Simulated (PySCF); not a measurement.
A species of formula CH7Ge2NO has this rotational fingerprint, computed with PySCF 2.14.0, PBE0-D3(BJ)/def2-SVP geometry optimisation, gas phase:

```
Rotational constants : A = 3785, B = 847.9, C = 723.3 MHz
Dipole components    : |μa| = 2.01 D, |μb| = 1.63 D, |μc| = 1.02 D
Inertial defect      : -30.86 u·Å²
κ                    : -0.92
```

Problem. Which structure is it? (One computed conformer of each.)
A. `[O:1]=[CH:2][GeH2:3][NH:4][GeH3:5]` with O1–C2–Ge3–N4 -159°, C2–Ge3–N4–Ge5 63°
B. `O=C[N]([GeH3])[GeH3]`

Solution. A. It is O=[CH][GeH2][NH][GeH3], a near-prolate asymmetric top, point group C1. The candidates at the same level (rigid rotor, commonest isotopes):

| SMILES | A (MHz) | B (MHz) | C (MHz) | μa (D) | μb (D) | μc (D) | Δ (u·Å²) | point group | rotor |
| --- | --- | --- | --- | --- | --- | --- | --- | --- | --- |
| O=[CH][GeH2][NH][GeH3] | 3785 | 847.9 | 723.3 | 2.01 | 1.63 | 1.02 | -30.86 | C1 | near-prolate asymmetric top |
| O=C[N]([GeH3])[GeH3] | 2957 | 1077 | 805.9 | 2.48 | 1.94 | 0.00 | -12.98 | Cs | asymmetric top |

`O=C[N]([GeH3])[GeH3]` has B 27 % too high. No structure here is proved a minimum.
